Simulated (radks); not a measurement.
Values are calculated unless marked as measured or tabulated.
Q: Code: a radial shooting solver on a logarithmic mesh with Libxc functionals. Model: scalar-relativistic Kohn-Sham, LB94 model potential, spin-unpolarised, spherical densities, finite nucleus; Fermi nuclear charge, rms radius of each element as measured or else 0.836 A^(1/3) + 0.57 fm. Response by self-consistent Sternheimer equations with the Hartree and adiabatic LDA kernel, the relativistic mass of each level held fixed and spin-orbit coupling left out. Estimate the static dipole polarisabilities of C3+ ([He] 2s1) and O5+ ([He] 2s1) and the C6 coefficients of the three pairs.

A: alpha = 2.890 and 0.9069 bohr^3; C6 = 2.016 (C3+-C3+), 0.7564 (C3+-O5+), 0.2926 (O5+-O5+) hartree bohr^6.
